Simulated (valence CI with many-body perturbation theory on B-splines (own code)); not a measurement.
**E1 transitions of Ni5+**

Method: valence CI with perturbative core correlation (CI+MBPT): five valence electrons over a frozen Dirac-Fock core [Ar], a basis of 7 s, 7 p, 8 d, 6 f, 4 g, 1 h functions for each j, with the one-electron correlation potential Σ1 (screened to all orders), the two-electron term Σ2, the three-electron term Σ3, Breit, model QED; selected single and double excitations, second order for the rest, scaled by the run's own slope (own B-spline code, finite nucleus).

Against 54 measured levels this calculation errs by 4620 cm⁻¹ on average and by 8907 at most. These come from a selection out of Corliss and Sugar, J. Phys. Chem. Ref. Data 10, 197 (1981). Levels without a partner in it may be off by more, other configurations by 1,000 to 8,000 cm⁻¹. Among the levels kept, up to 1300 cm⁻¹ of a level comes from second order outside the variational space, and about a tenth of that is noise between levels of different J, which matters for small intervals. The list stops below the first excitations out of the core.

Lines 51 to 100 of 183 in falling wavelength, among levels below 375600 cm⁻¹, chosen from the strongest by gf and those to the six lowest levels. Wavelengths and rates use the calculated energies, so an error of 5000 cm⁻¹ moves a line at 237.9 nm by 12 % and its rate by three times that or more. Electric multipoles are in the length gauge, E1 and E2 with the static RPA response of the core. Weak lines are less certain than strong ones. Lines between different terms over intervals too small for the method are left out, as are lines whose strength nearly cancels. The highest levels of a list are the least certain.

Letters in brackets count levels of one name in rising energy.

```tsv
λ vac (nm)	Upper	Lower	A (s⁻¹)	log gf	Branch %
237.9	3d4 4p 6F°_5/2	3d4 4s 2P_3/2 [a]	2.99e+01	-6.82	0.0
236.5	3d4 4p 6F°_5/2	3d4 4s 2F_5/2 [a]	6.99e+01	-6.45	0.0
235.5	3d4 4p 6F°_5/2	3d4 4s 2F_7/2 [a]	5.06e+01	-6.60	0.0
231.5	3d4 4p 6F°_7/2	3d4 4s 2F_5/2 [a]	8.68e+00	-7.25	0.0
230.5	3d4 4p 6F°_7/2	3d4 4s 2F_7/2 [a]	2.64e+01	-6.77	0.0
228.4	3d4 4p 6F°_1/2	3d4 4s 2P_1/2	2.90e+02	-6.34	0.0
226.3	3d4 4p 6F°_3/2	3d4 4s 2P_1/2	3.01e+00	-8.03	0.0
218.2	3d4 4p 6F°_3/2	3d4 4s 4G_5/2	1.84e+04	-4.28	0.0
217.8	3d4 4p 6F°_5/2	3d4 4s 4G_7/2	3.42e+04	-3.84	0.0
215.9	3d4 4p 6F°_7/2	3d4 4s 4G_9/2	4.07e+04	-3.64	0.0
215.1	3d4 4p 6F°_5/2	3d4 4s 4G_5/2	2.59e+03	-4.97	0.0
213.6	3d4 4p 6F°_7/2	3d4 4s 4G_7/2	3.35e+03	-4.74	0.0
213.4	3d4 4p 6F°_7/2	3d4 4s 2H_9/2	9.04e+03	-4.31	0.0
211.0	3d4 4p 6F°_7/2	3d4 4s 4G_5/2	9.45e+00	-7.30	0.0
208.6	3d4 4p 6F°_3/2	3d4 4s 4P_5/2 [a]	8.00e+01	-6.68	0.0
206.7	3d4 4p 6F°_1/2	3d4 4s 4F_3/2 [a]	1.14e+04	-4.83	0.0
205.8	3d4 4p 6F°_5/2	3d4 4s 4P_5/2 [a]	1.87e+02	-6.15	0.0
205.1	3d4 4p 6F°_3/2	3d4 4s 4F_3/2 [a]	8.62e+02	-5.66	0.0
205.0	3d4 4p 6F°_3/2	3d4 4s 4F_5/2 [a]	6.82e+03	-4.76	0.0
202.7	3d4 4p 6F°_5/2	3d4 4s 4F_7/2 [a]	2.78e+03	-4.99	0.0
202.4	3d4 4p 6F°_5/2	3d4 4s 4F_3/2 [a]	1.69e+03	-5.21	0.0
202.3	3d4 4p 6F°_5/2	3d4 4s 4F_5/2 [a]	1.00e+04	-4.43	0.0
202.0	3d4 4p 6F°_7/2	3d4 4s 4P_5/2 [a]	1.52e+01	-7.13	0.0
200.6	3d4 4p 6F°_1/2	3d4 4s 4P_3/2 [a]	3.96e+01	-7.32	0.0
199.7	3d4 4p 6F°_7/2	3d4 4s 4F_9/2 [a]	5.81e+02	-5.56	0.0
199.1	3d4 4p 6F°_7/2	3d4 4s 4F_7/2 [a]	2.73e+04	-3.89	0.0
199.0	3d4 4p 6F°_3/2	3d4 4s 4P_3/2 [a]	4.21e-01	-9.00	0.0
198.7	3d4 4p 6F°_7/2	3d4 4s 4F_5/2 [a]	5.46e+03	-4.59	0.0
196.5	3d4 4p 6F°_5/2	3d4 4s 4P_3/2 [a]	1.07e-01	-9.43	0.0
194.6	3d4 4p 6F°_1/2	3d4 4s 4P_1/2 [a]	1.81e+02	-6.69	0.0
193.1	3d4 4p 6F°_3/2	3d4 4s 4P_1/2 [a]	1.86e+02	-6.38	0.0
188.7	3d4 4p 6F°_5/2	3d4 4s 4H_7/2	8.82e+02	-5.55	0.0
186.5	3d4 4p 6F°_7/2	3d4 4s 4H_9/2	2.55e+03	-4.97	0.0
185.5	3d4 4p 6F°_7/2	3d4 4s 4H_7/2	9.78e+02	-5.39	0.0
139.5	3d4 4p 6F°_5/2	3d4 4s 4D_7/2 [a]	5.62e+04	-4.01	0.0
139.0	3d4 4p 6F°_3/2	3d4 4s 4D_5/2 [a]	2.99e+05	-3.46	0.0
138.3	3d4 4p 6F°_1/2	3d4 4s 4D_3/2 [a]	1.15e+06	-3.18	0.1
137.7	3d4 4p 6F°_5/2	3d4 4s 4D_5/2 [a]	1.75e+05	-3.53	0.0
137.7	3d4 4p 6F°_7/2	3d4 4s 4D_7/2 [a]	2.76e+05	-3.20	0.0
137.6	3d4 4p 6F°_3/2	3d4 4s 4D_3/2 [a]	1.64e+03	-5.73	0.0
137.4	3d4 4p 6F°_1/2	3d4 4s 4D_1/2 [a]	1.50e+06	-3.07	0.1
136.7	3d4 4p 6F°_3/2	3d4 4s 4D_1/2 [a]	5.52e+06	-2.21	0.4
136.4	3d4 4p 6F°_5/2	3d4 4s 4D_3/2 [a]	9.86e+06	-1.78	0.8
136.0	3d4 4p 6F°_7/2	3d4 4s 4D_5/2 [a]	1.38e+07	-1.52	1.0
119.3	3d4 4p 6F°_3/2	3d4 4s 6D_5/2	1.63e+08	-0.86	13.0
119.3	3d4 4p 6F°_5/2	3d4 4s 6D_7/2	8.67e+07	-0.95	6.7
119.2	3d4 4p 6F°_1/2	3d4 4s 6D_3/2	2.80e+08	-0.92	22.8
119.1	3d4 4p 6F°_7/2	3d4 4s 6D_9/2	3.32e+07	-1.25	2.5
118.7	3d4 4p 6F°_1/2	3d4 4s 6D_1/2	9.15e+08	-0.41	74.4
118.6	3d4 4p 6F°_3/2	3d4 4s 6D_3/2	6.91e+08	-0.23	55.2
```

(1) How does gf follow from A for the line at 213.6 nm?

Answers

(1) gf = 1.4992 × (2J+1)_upper × A / σ², with σ = 46819 cm⁻¹ and 2J+1 = 8: gf = 1.83e-05.
